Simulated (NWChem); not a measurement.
CH3BrZn; SMILES [CH3][Zn][Br]

This build's default masses of Se (78.918 u) and Br (79.917 u) are each other's, which moves their modes by up to 0.6 %. B3LYP is NWChem's, with the RPA form of VWN correlation.

### Question
Give the equilibrium geometry at B3LYP/6-31G* (spherical d) (NWChem) as an XYZ file, with the point group.

### Answer
point group C3v; any orientation.
```
6

Zn    -0.0008    -0.8814     0.0001
Br     0.0012     1.3661    -0.0001
C     -0.0044    -2.7903     0.0005
H     -0.7387    -3.1826    -0.7110
H     -0.2550    -3.1833     0.9914
H      0.9775    -3.1867    -0.2787
```
